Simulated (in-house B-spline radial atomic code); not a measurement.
# K³⁺: [Ne] 3s2 3p4

Method: non-relativistic AM05, spin-polarised, spherical fractional occupations, point nucleus. Calculated with a B-spline radial code for spherical atoms.

Z_r = [3n² - l(l+1)]/(2<r>); Z_e = n√(-2ε); the last column is Slater's effective charge. Values are occupation-weighted means over spin.

```json
{"shell": "1s", "electrons": "2", "ε (eV)": "-3538.9", "<r> (bohr)": "0.0817", "Z_r": "18.36", "Z_e": "16.13", "Slater": "18.70"}
{"shell": "2s", "electrons": "2", "ε (eV)": "-391.74", "<r> (bohr)": "0.3903", "Z_r": "15.37", "Z_e": "10.73", "Slater": "14.85"}
{"shell": "2p", "electrons": "6", "ε (eV)": "-322", "<r> (bohr)": "0.351", "Z_r": "14.24", "Z_e": "9.73", "Slater": "14.85"}
{"shell": "3s", "electrons": "2", "ε (eV)": "-71.593", "<r> (bohr)": "1.208", "Z_r": "11.17", "Z_e": "6.88", "Slater": "8.45"}
{"shell": "3p", "electrons": "4", "ε (eV)": "-55.161", "<r> (bohr)": "1.292", "Z_r": "9.68", "Z_e": "6.04", "Slater": "8.45"}
```

The least bound orbital is 3p down at -53.11 eV, and it is also the most diffuse (<r> = 1.304 bohr).

The density falls to 0.001 bohr⁻³ at 2.887 bohr; Σ<r²> = 12.405 bohr² gives, by the non-relativistic formula and without the paramagnetism of open shells, a Langevin diamagnetic susceptibility of -9.825×10⁻⁶ cm³/mol.
